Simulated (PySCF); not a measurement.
**Dipole response of Rh²⁺ (rhodium, charge +2)**

[Kr] 4d7, high-spin 4F determinant. Computed with PySCF 2.14 in x2c-TZVPPall with one added diffuse shell each of s, p, d, f type (9s7p7d3f1g, 95 functions), with scalar relativity by spin-free X2C-1e. Coupled (time-dependent) response in atomic units; α is the mean over directions.

| method | mean α (bohr³) | C₆ (like pair) | S(−4) |
| --- | --- | --- | --- |
| UHF | 6.678 | 34.93 | 10.88 |
| PBE | 7.620 | 40.33 | 16.51 |
| PBE0 | 7.268 | 38.30 | 14.22 |

S(−4) is the Cauchy moment in α(ω) = α(0) + S(−4) ω² + …

Spin-orbit coupling is absent.

α(iu) at UHF:

| u (hartree) | α(iu) (bohr³) |
| --- | --- |
| 0 | 6.678 |
| 0.0500 | 6.651 |
| 0.100 | 6.572 |
| 0.200 | 6.288 |
| 0.300 | 5.897 |
| 0.500 | 5.045 |
| 0.750 | 4.116 |
| 1.00 | 3.391 |
| 1.50 | 2.390 |
| 2.00 | 1.755 |
| 3.00 | 1.038 |
| 5.00 | 0.4704 |

A single London oscillator, α(iu) = α/(1 + u²/ω²), gives C₆ = (3/4) ω α². Matching the computed C₆ needs ω = 4 × 34.93 / (3 × 6.678²) = 1.04 hartree.

For an ion, C₆ is the dispersion term alone; charge-induced terms of lower order in 1/R come first.
